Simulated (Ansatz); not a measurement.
Consider the formal exchange of groups at the Si–Si bond: `[SiH3][SiH]1[CH2][AlH]1` + `FC(F)CBr` → `FC([SiH3])CBr` + `F[SiH]1[CH2][AlH]1`.

Calculated with Ansatz (gas phase, PBE0-D4/def2-TZVP geometries, no zero-point term in ΔE). CBS: MP2 limit from def2 TZ/QZ plus the TZ coupled-cluster correction, frozen cores. DFT in def2-TZVPP. B3LYP here is the variant with VWN-RPA as its local correlation; programs differ in this. For Br outer-core shells are correlated without core-valence functions, which leaves a few kJ/mol of doubt a bond. Scalar relativity is left out up to krypton. Each species was taken in one conformer, which may not be the lowest.

`[SiH3][SiH]1[CH2][AlH]1`:

Cartesian coordinates in Å:
```
Si -0.029 -1.996 0.134
Si -0.721 0.112 -0.559
C 0.711 1.405 -0.425
Al -0.519 1.796 1.033
H -1.189 -2.875 0.444
H 0.833 -2.690 -0.864
H 0.770 -1.824 1.381
H -1.498 0.090 -1.831
H 0.642 2.172 -1.206
H 1.739 1.046 -0.372
H -0.739 2.764 2.263
```

`FC(F)CBr`:

Cartesian coordinates in Å:
```
F -1.216 -0.032 1.243
C -0.717 -0.296 0.016
F -1.442 0.401 -0.886
C 0.744 0.055 -0.067
Br 1.081 1.922 0.277
H -0.864 -1.365 -0.186
H 1.299 -0.520 0.671
H 1.115 -0.166 -1.066
```

`FC([SiH3])CBr`:

Cartesian coordinates in Å:
```
F 0.643 0.459 1.658
C -0.145 0.376 0.514
Si 0.981 0.703 -0.996
C -0.808 -0.966 0.445
Br -2.091 -1.247 1.885
H -0.902 1.165 0.582
H 0.136 0.725 -2.219
H 1.988 -0.383 -1.101
H 1.650 2.013 -0.815
H -1.370 -1.070 -0.483
H -0.083 -1.774 0.528
```

`F[SiH]1[CH2][AlH]1`:

Z-matrix (Å, degrees):
```
Si
C 1 1.868
Al 1 2.321 2 54.9
F 1 1.606 2 119.9 3 -126.3
H 1 1.487 2 111.0 3 108.4
H 2 1.088 1 125.4 3 -141.2
H 2 1.110 1 109.5 3 87.2
H 3 1.583 1 170.6 2 -166.7
```

Problem. Is it downhill or uphill in electronic energy at CCSD(T)/CBS, and by how much? (An estimate is asked.)

Solution. The calculation gave: Downhill: ΔE = -1.46 eV.

Problem. What do these levels give: PBE-D4, B3LYP-D4, ωB97X-V, B2PLYP, PBE, B3LYP, CCSD/def2-TZVPP, CCSD(T)/def2-TZVPP, MP2/def2-QZVPP, SCS-MP2/def2-QZVPP, HF/CBS(def2), CCSD/CBS(def2)? (Estimate.)

Solution. Computed: PBE-D4 -1.21, B3LYP-D4 -1.41, ωB97X-V -1.34, B2PLYP -1.46, PBE -1.23, B3LYP -1.43, CCSD/def2-TZVPP -1.39, CCSD(T)/def2-TZVPP -1.37, MP2/def2-QZVPP -1.56, SCS-MP2/def2-QZVPP -1.55, HF/CBS(def2) -1.46, CCSD/CBS(def2) -1.48 eV.

Largest T1 diagnostic among the species: 0.014.
